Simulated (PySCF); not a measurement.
Delta-SCF ions had no search for a lower state. Excitations are Tamm–Dancoff values on a coarser integration grid. The basis has no diffuse functions, so Rydberg states are missing or too high.

## C3H2O, SMILES `C#CC=O` (charge 0, multiplicity 1)

The numbers are results of PBE-D3(BJ)/def2-TZVP // B3LYP-D3(BJ)/def2-TZVP (PySCF 2.14.0), not measurements.

```json
{
 "HOMO": "-6.47 eV",
 "dipole_moment": "2.82 D",
 "HOMO–LUMO gap": "3.24 eV",
 "LUMO": "-3.22 eV",
 "S1 excitation (TDA)": "3.49 eV",
 "S1 oscillator strength": "0.000",
 "brightest of the four lowest singlets (TDA)": "5.97 eV",
 "T1 excitation (TDA)": "2.88 eV",
 "S1–T1 gap (TDA)": "0.61 eV",
 "vertical ionisation energy (Delta-SCF)": "10.45 eV",
 "total_energy": "-190.5031 Ha",
 "cost": "around 50 core-seconds (rough)"
}
```

Bonds (Å): C1–C2 1.202, C1–H5 1.063, C2–C3 1.445, C3–O4 1.206, C3–H6 1.105. Bond angles (°): C2–C1–H5 178.8, C1–C2–C3 177.6, C2–C3–O4 123.9, C2–C3–H6 114.5, O4–C3–H6 121.6.
Charge 0, spin multiplicity 1.
